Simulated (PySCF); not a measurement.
Compound: 4-(trifluoromethyl)pyridine, C6H4F3N.
Atom-mapped SMILES: `[F:1][C:2]([F:3])([F:4])[c:5]1[cH:6][cH:7][n:8][cH:9][cH:10]1` (hydrogens: H11 on C6; H12 on C7; H13 on C9; H14 on C10)

Method: TDDFT wB97X-D/def2-SVPD, vertical, gas phase, core orbitals frozen in the response (PySCF 2.14.0, density-fitted response routines). Isolated species at its GFN2-xTB geometry, gas phase. Torsions of this conformer, `[F:1][C:2]([F:3])([F:4])[c:5]1[cH:6][cH:7][n:8][cH:9][cH:10]1`: F1–C2–C5–C6 89°.

Each state is given a Gaussian of 0.4 eV full width at half maximum, with ε(max) = 2.175×10⁸ f / Δν̃ (Δν̃ the width in cm⁻¹). The cross-section is σ = 3.8235×10⁻²¹ ε cm², given in Mb (10⁻¹⁸ cm²). The width is an assumption, not a result. The curve ends short of the highest state used, and states not computed would add to its high-energy end.

| λ (nm) | σ (Mb) |
| --- | --- |
| 167.4 | 235.56 |
| 171.1 | 103.99 |
| 174.7 | 23.05 |
| 178.3 | 2.76 |
| 182.0 | 0.45 |
| 185.6 | 0.87 |
| 189.3 | 1.45 |
| 192.9 | 1.37 |
| 196.6 | 0.78 |
| 200.2 | 0.30 |
| 203.9 | 0.19 |
| 207.5 | 0.71 |
| 211.2 | 2.69 |
| 214.8 | 6.70 |
| 218.4 | 11.79 |
| 222.1 | 15.15 |
| 225.7 | 14.45 |
| 229.4 | 10.50 |
| 233.0 | 6.07 |
| 236.7 | 2.79 |
| 240.3 | 1.16 |
| 244.0 | 0.58 |
| 247.6 | 0.56 |
| 251.2 | 0.73 |
| 254.9 | 0.91 |
| 258.5 | 0.97 |
| 262.2 | 0.88 |
| 265.8 | 0.69 |
| 269.5 | 0.47 |
| 273.1 | 0.29 |
| 276.8 | 0.16 |
| 280.4 | 0.08 |
| 284.0 | 0.04 |
| 287.7 | 0.01 |
| 291.3 | 0.01 |
| 295.0 | 0.00 |

Q: Locate the maxima and give the states behind the curve.

A: 258 nm (4.80 eV), ε about 250, made up of S1 (100%); 223 nm (5.55 eV), ε about 4000, made up of S3 (100%); 191 nm (6.50 eV), ε about 400, made up of S4 (100%) (ε in L mol⁻¹ cm⁻¹; maxima over ε = 5, shares over 10%). At its high-energy end, 7.41 eV, the curve is still rising (ε about 62000, from S5 and S6). The states used: S1 4.80 eV (f 0.0037); S2 5.30 eV (f 0.0000); S3 5.55 eV (f 0.060); S4 6.50 eV (f 0.0059); S5 7.45 eV (f 0.662); S6 7.56 eV (f 0.412); S7 7.87 eV (f 0.0000); S8 8.01 eV (f 0.018).

Q: Does any computed singlet lie in the visible range?

A: No computed singlet lies in the visible range (380 to 750 nm); the lowest, at 258 nm, stands 1.54 eV above its violet end (3.26 eV).

Q: What would ε be at 5.55 eV, the highest of these maxima, with half the width (0.2 eV)?

A: About 8040 L mol⁻¹ cm⁻¹ against 4020, a factor of about 2.00; a lone state at its own centre would give exactly 2.

Q: Coming from long wavelengths, where does ε first pass 100 L mol⁻¹ cm⁻¹?

A: At about 271 nm (4.57 eV), 0.23 eV below S1.
